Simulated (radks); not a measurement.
The lithium anion Li-, [He] 2s2, held by a Watson sphere: a shell of charge +0.76 at radius R that stands for the Madelung well of a crystal (potential energy -0.76/R inside, -0.76/r outside, in hartree with lengths in bohr). All-electron calculation, scalar-relativistic Kohn-Sham, LDA (Slater exchange, Perdew-Wang correlation), spin-polarised, spherical densities, finite nucleus; Fermi nuclear charge, rms radius of each element as measured or else 0.836 A^(1/3) + 0.57 fm. Program: a radial shooting solver on a logarithmic mesh with Libxc functionals. Response by self-consistent Sternheimer equations with the Hartree and adiabatic LDA kernel, the relativistic mass of each level held fixed and spin-orbit coupling left out. The sphere does not respond.

| R (bohr) | e(1s) (eV) | e(2s) (eV) | <r> 2s (bohr) | sum of <r^2> (bohr^2) | X-ray form factor at sin(theta)/lambda = 0.1 1/angstrom | alpha (bohr^3) |
|---|---|---|---|---|---|---|
| 1.74 | -51.846 | -2.926 | 3.410 | 28.79 | 2.678 | 112.2 |
| 2.05 | -50.591 | -2.869 | 3.488 | 29.97 | 2.644 | 119.2 |
| 2.3 | -49.935 | -2.814 | 3.560 | 31.10 | 2.613 | 126.3 |
| 3.12 | -48.928 | -2.593 | 3.824 | 35.56 | 2.506 | 158.4 |
| 3.62 | -48.710 | -2.446 | 3.990 | 38.60 | 2.445 | 183.6 |
